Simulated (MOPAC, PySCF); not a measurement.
C$_{2}$H$_{8}$InN, SMILES `[CH3][In]([CH3])[NH2]`, neutral singlet in the gas phase. 

Cartesian coordinates (Å):
SMILES: [CH3][In]([CH3])[NH2]
```xyz
12

C     -1.6888    -1.3190     0.1337
In    -0.0143     0.0522    -0.0078
C      2.1326    -0.2573    -0.0246
N     -0.5650     2.0076    -0.1648
H     -2.5919    -0.8368    -0.2388
H     -1.8455    -1.6005     1.1758
H     -1.4993    -2.2241    -0.4425
H      2.4573    -0.6876     0.9228
H      2.4097    -0.9438    -0.8245
H      2.6423     0.6929    -0.1767
H      0.0806     2.7805    -0.2051
H     -1.5176     2.3360    -0.1476
```
Charge 0, spin multiplicity 1.

All levels are single points at this geometry (B3LYP-D3(BJ)/def2-TZVP); Pople sets use spherical d functions. Orbital energies aren't observables, and empty levels follow the basis.

```csv
level,HOMO (eV),LUMO (eV),gap (eV),dipole (D),"vertical IE, Delta-SCF (eV)"
PBE-D3(BJ)/def2-TZVP in PySCF,-5.20,-1.08,4.12,0.21,–
ωB97X-D3(BJ)/def2-TZVP in PySCF,-9.03,1.28,10.30,0.40,8.74
BP86/6-31G* (LANL2DZ on In) in PySCF,-4.90,-0.83,4.07,0.14,–
HF/6-31G* (LANL2DZ on In) in PySCF,-9.51,2.22,11.73,0.58,–
AM1 in MOPAC,-9.48,-0.44,9.04,0.30,–
PM6 in MOPAC,-8.86,1.33,10.19,0.61,–
```
